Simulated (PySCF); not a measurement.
ZnCl2, SMILES [Cl][Zn][Cl].

The structure is a stationary point at PBE-D3(BJ)/def2-TZVP. The isomer is the one that the SMILES or the coordinates give; other isomers of the formula were not compared.

The numbers are results of PySCF with TDA-CAM-B3LYP/def2-SVPD, not measurements.

Vertical excitations; the highest root listed may be one member of a degenerate set. Gas-phase values at a fixed geometry. State labels are in the subgroup D2h.

```csv
state,symmetry,energy (eV),λ (nm),f,main pairs
S1,B2g,6.07,204,0.000,HOMO−1→LUMO (degenerate set)
S2,B3g,6.07,204,0.000,HOMO→LUMO (degenerate set)
S3,B3u,6.62,187,0.066,HOMO−2→LUMO (degenerate set)
S4,B2u,6.62,187,0.066,HOMO−3→LUMO (degenerate set)
S5,Au,7.49,165,0.000,"HOMO−1→LUMO+1 49 %, HOMO→LUMO+2 49 %"
S6,B1u,7.50,165,0.040,"HOMO−4→LUMO 53 %, HOMO→LUMO+1 22 %, HOMO−1→LUMO+2 22 %"
S7,B1u,7.52,165,0.000,"HOMO−1→LUMO+2, HOMO→LUMO+1 (degenerate set)"
S8,Au,7.52,165,0.000,"HOMO→LUMO+2, HOMO−1→LUMO+1 (degenerate set)"
S9,B1g,7.95,156,0.000,"HOMO−2→LUMO+1 49 %, HOMO−3→LUMO+2 49 %"
S10,B1g,8.02,155,0.000,"HOMO−3→LUMO+2 49 %, HOMO−2→LUMO+1 49 %"
T1,B3g,5.73,216,0,HOMO→LUMO (degenerate set)
T2,B2g,5.73,216,0,HOMO−1→LUMO (degenerate set)
T3,B2u,6.17,201,0,HOMO−3→LUMO (degenerate set)
T4,B3u,6.17,201,0,HOMO−2→LUMO (degenerate set)
```
Triplets are in the Tamm–Dancoff approximation.
